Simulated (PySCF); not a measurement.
**How methods differ on the excitation energy of B**

B [He] 2s2 2p1 (2P) → B [He] 2s2 3s1 (2S), as a difference of total energies. All numbers are calculated (PySCF 2.14, the non-relativistic Hamiltonian (point nucleus), in dyall-acv3z (15s9p4d2f, 76 functions)). Correlated levels: valence: 1s2 frozen; virtual orbitals above 40 to 60 times the deepest correlated orbital energy dropped. The calculations carry no spin-orbit coupling.

| method | excitation energy (eV) | error (eV) |
| --- | --- | --- |
| UHF | 4.980 | +0.017 |
| MP2 (valence) | 5.057 | +0.094 |
| SCS-MP2 (valence) | 5.039 | +0.076 |
| CCSD (valence) | 4.911 | -0.052 |
| CCSD(T) (valence) | 4.928 | -0.035 |

Reference: 4.963 eV (measured; NIST levels, between the centres of gravity of the two terms).

Errors of the correlated levels include the incompleteness of this basis and the frozen core.
